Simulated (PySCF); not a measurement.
Computed IR spectrum (relative IR intensity) of a molecule C₅H₆O₂. Geometry: PBE-D3(BJ)/def2-SVP. Other conformers were not sampled. Computed with PBE-D3(BJ)/def2-SVP (PySCF 2.14.0). Harmonic, unscaled wavenumbers; measured fundamentals usually lie a few per cent lower.

| ν (cm⁻¹) | relative intensity |
|---|---|
| 537 | 4.2 |
| 542 | 13 |
| 627 | 18 |
| 645 | 20 |
| 651 | 14 |
| 716 | 20 |
| 799 | 3.0 |
| 1075 | 7.3 |
| 1083 | 14 |
| 1152 | 61 |
| 1221 | 2.1 |
| 1337 | 13 |
| 1344 | 13 |
| 1408 | 3.7 |
| 1417 | 2.6 |
| 1809 | 100 |
| 2942 | 2.1 |
| 2997 | 4.4 |
| 3096 | 2.4 |
| 3099 | 2.7 |
| 3409 | 27 |
| 3624 | 21 |

Identify the compound among the candidates.
(A) O=C[C@@H]1C=CCO1
(B) O=CCC1=COC1
(C) C=CC1OC(=C)O1
(D) C#C[C@H](C)C(=O)O

D, C#C[C@H](C)C(=O)O
